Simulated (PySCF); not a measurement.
**Electron correlation in Sr (strontium, neutral)**

Starting occupation: [Kr] 4d2, 4d5/2 with m_j = +3/2, +5/2. All numbers are calculated (PySCF 2.14, X2C-1e with screened-nucleus spin-orbit coupling, Gaussian nucleus, in x2c-TZVPall-2c with one added diffuse shell each of s, p, d type (9s10p8d1f, 86 functions)). Frozen: [Ar] 3d10; 10 electrons correlated; the 6 highest virtual spinors left out.

MP2 pair energies summed by pair of shells (mhartree):

```tsv
pair	energy	share (%)
4p-4p	-118.93	61.6
4p-4s	-32.62	16.9
4d-4p	-29.18	15.1
4s-4s	-6.57	3.4
4d-4d	-2.85	1.5
4d-4s	-2.76	1.4
```

Total MP2 correlation energy: -192.91 mhartree.

The GHF reference relaxed away from the jj start to a determinant that is no pure jj level (⟨S²⟩ = 2.01, ⟨J²⟩ = 20.00); the energies belong to that determinant.

This basis was not built for core-valence correlation, so the inner-shell part is incomplete.
